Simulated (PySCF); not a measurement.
A structure optimised at PBE-D3(BJ)/def2-SVP, used in a PySCF frequency run:

```
Si
O 1 1.5451
Br 1 2.2036 2 125.49
Br 1 2.2036 2 125.49 3 180.00
```

Write its SMILES, formula and point group.

O=[Si](Br)Br, Br2OSi, C2v

What are its rotational constants (standard atomic weights)?

3.5763, 0.98230, 0.77063 GHz
